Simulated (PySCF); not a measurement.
Computed Raman spectrum (relative Raman activity) of a molecule H8OSi3. Coordinates come from a PBE0-D3(BJ)/def2-SVP optimisation. Other conformers were not sampled. Level of theory: PBE0-D3(BJ)/def2-SVP (PySCF). Frequencies are harmonic and unscaled.

Lines under 2 % of the strongest are left out, and lines within 2 cm⁻¹ are merged.

```tsv
ν (cm⁻¹)	relative intensity
373	7.4
426	2.3
517	3.1
549	3.6
718	2.8
858	2.1
890	4.2
926	7.7
931	15
938	3.5
2211	100
2218	71
2228	83
2237	54
3926	16
```

### Question
Pick the molecule that these values belong to.
(A) O[SiH2][SiH2][SiH3]
(B) O[SiH]([SiH3])[SiH3]
(C) [SiH3]O[SiH2][SiH3]

### Answer
B, O[SiH]([SiH3])[SiH3]
